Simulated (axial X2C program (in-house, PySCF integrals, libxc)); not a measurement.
**Bond lengths and stretching modes, held linear, of FSeF**

Computed with an in-house all-electron X2C program for linear molecules (integrals from PySCF): two-component X2C with atomic mean-field Coulomb and Gaunt terms, Gaussian nuclei, basis F dyall-av3z, Se dyall-v3z with contracted cores. Spin-free rows use the one-electron spin-free X2C Hamiltonian.

Masses F 18.998, Se 79.917, F 18.998 u. States: 2c Ω = 1 (beyond evenly filled blocks: ω = -1/2, ω = 3/2); spin-free M_S = 1, Λ = 0 (beyond evenly filled blocks: π+α, π-α).

PBE0, spin-free: energies above the lowest point

```
r(F–Se) (Å)  r(Se–F) (Å)  E (meV)
     1.7735       1.7735    48.55
     1.7735       1.8190    20.23
     1.7735       1.8645    33.39
     1.8190       1.7735    20.23
     1.8190       1.8190     0.00
     1.8190       1.8645    20.74
     1.8190       1.9100    74.14
     1.8645       1.7735    33.39
     1.8645       1.8190    20.74
     1.8645       1.8645    48.56
     1.9100       1.8190    74.14
     1.9100       1.9100   174.76
```

Fit a quadratic surface with cubic terms in each bond: where is the minimum, and what are the two stretching wavenumbers?

At PBE0, spin-free: bonds 1.818 and 1.818 Å; harmonic stretches 575.8 and 587.3 cm⁻¹; force constants 3.16, 3.16 and coupling 0.55 mdyn/Å.

The other levels and Hamiltonians give:

```
Hamiltonian  level  r(F–Se) (Å)  r(Se–F) (Å)  lower stretch (cm⁻¹)  upper stretch (cm⁻¹)
         2c   PBE0        1.818        1.818                 575.4                 587.1
         2c     HF        1.795        1.795                 560.8                 595.3
         2c    LDA        1.822        1.822                 564.9                 585.3
         2c    MP2        1.821        1.821                 576.9                 604.2
  spin-free     HF        1.795        1.795                 560.8                 595.5
  spin-free    LDA        1.821        1.821                 565.3                 585.6
  spin-free    MP2        1.821        1.821                 577.1                 604.4
```

Each state is one determinant, the lowest of a limited PBE0 search; the stretches come from a fit to these few points and carry an uncertainty of a few per cent. Other orders of the atoms were not compared. MP2 freezes inner shells (threshold -2 hartree). The molecule was held linear; bending was not examined, so a bent shape may lie lower. Open-shell Ω = 0 determinants with evenly filled partner blocks cannot be reached by this program, so the Ω shown need not be the lowest component. Note: several unpaired electrons, one determinant need not be a pure state.
